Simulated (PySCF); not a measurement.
# Stationary points of TlCl2

These are results of PBE0 in PySCF with Tl def2-TZVP with ECP60, Cl def2-TZVP; scalar-relativistic core potentials, no spin–orbit coupling; density-fitted integrals, not measurements.

Relaxations began from a few typed shapes; open shells are unrestricted. The search is not exhaustive: other isomers or separated fragments can lie lower, and high-lying points may rest on an excited occupation.

| spin | group | bonds | angles | imaginary modes (cm⁻¹) | ΔE (kJ/mol) | ΔE with ZPE (kJ/mol) |
| --- | --- | --- | --- | --- | --- | --- |
| doublet | C2v | Tl–Cl 2.462 Å (×2) | Cl–Tl–Cl 131.6° | none | 0.0 | 0.0 |
| doublet | D∞h | Tl–Cl 2.516 Å (×2) | Cl–Tl–Cl 180.0° | 47i, 47i | 9.5 | – |

The lowest minimum found is the doublet C2v: Tl–Cl 2.462 Å (×2); Cl–Tl–Cl 131.6°.

For the lowest minimum: spin–orbit coupling, left out here, can matter for elements this heavy.
